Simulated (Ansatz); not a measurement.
C3H6GeO can be A, `C=[C]([GeH3])C=O`, or B, `CO[C]1=[CH][GeH2]1`.

Computed with Ansatz on PBE0-D4/def2-TZVP structures; ΔE is electronic, products minus reactants. CBS: MP2 limit from def2 TZ/QZ plus the TZ coupled-cluster correction, frozen cores. Functionals use def2-TZVPP. B3LYP here is the variant with VWN-RPA as its local correlation; programs differ in this. For Ge outer-core shells are correlated without core-valence functions, which leaves a few kJ/mol of doubt a bond. Scalar relativity is left out up to krypton. Each species was taken in one conformer, which may not be the lowest.

A:

```xyz
11

C     0.4491   -0.7483   -1.3402
C     0.1868    0.0394   -0.2971
Ge   -0.9104   -0.4786    1.2349
C     0.7580    1.3949   -0.2879
O     0.5861    2.1894    0.6017
H     1.0699   -0.3960   -2.1628
H     0.0655   -1.7596   -1.4216
H    -0.0795   -0.4206    2.5217
H    -1.3756   -1.9227    0.9775
H    -2.1263    0.4477    1.3491
H     1.3765    1.6543   -1.1752
```

B:

```xyz
11

C     0.318    0.485    1.847
O     0.774   -0.544    0.985
C     0.289   -0.509   -0.251
C     0.424   -1.238   -1.348
Ge   -0.775    0.220   -1.663
H     0.810    0.327    2.804
H    -0.766    0.430    1.976
H     0.586    1.469    1.452
H     0.956   -2.120   -1.679
H    -0.321    1.472   -2.428
H    -2.295    0.007   -1.696
```

**Question.** Which is lower in electronic energy at CCSD(T)/CBS, and by how much? (Estimate.)

**Answer.** The calculation gave: A, by 166.8 kJ/mol.

**Question.** Give E(B) − E(A) in kJ/mol with B3LYP, CCSD/def2-TZVPP, B3LYP-D4, PBE-D4, CCSD(T)/def2-TZVPP, ωB97M-V, B2PLYP. (Estimate.)

**Answer.** Computed: B3LYP 173.0, CCSD/def2-TZVPP 176.2, B3LYP-D4 175.9, PBE-D4 154.7, CCSD(T)/def2-TZVPP 173.3, ωB97M-V 166.7, B2PLYP 172.9. None reverses the order clearly.

Largest T1 diagnostic: 0.014.

In def2-TZVPP, CCSD(T) changes the Hartree–Fock value by −27.3 kJ/mol (the triples alone add −2.9 kJ/mol) and MP2 by −34.6 kJ/mol.
